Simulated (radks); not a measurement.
All-electron atom: Zn5+ in [Ar] 3d6 4p1 (not the ground configuration). All-electron calculation, scalar-relativistic Kohn-Sham, r2SCAN, spin-polarised, spherical densities, finite nucleus; open shells are filled with parallel spins first; meta-GGA in the generalised Kohn-Sham scheme; Fermi nuclear charge, rms radius 3.9283 fm. Program: a radial shooting solver on a logarithmic mesh with Libxc functionals.

Normalised radial functions P(r) = r R(r), r in bohr:

```
   r/bohr * 3d up (the largest magnitude, 1.19, reaches the edge; | marks zero)
 0.004743 *
 0.006176 *
 0.007978 *
  0.01039 *
  0.01342 *
  0.01747 *
  0.02257 *
  0.02939 *
  0.03796 |*
  0.04943 |*
  0.06437 | *
  0.08315 |    *
   0.1083 |       *
   0.1399 |            *
   0.1821 |                    *
   0.2352 |                              *
   0.3063 |                                         *
   0.3957 |                                                  *
   0.5152 |                                                      *
   0.6656 |                                                   *
   0.8667 |                                         *
    1.119 |                            *
    1.458 |               *
    1.898 |      *
    2.452 | *
    3.193 *
    4.124 *
     5.37 *
```

3d up: eigenvalue -113.90 eV, 0 radial nodes, <r> = 0.702 bohr, 90 % of the charge inside 1.14 bohr.
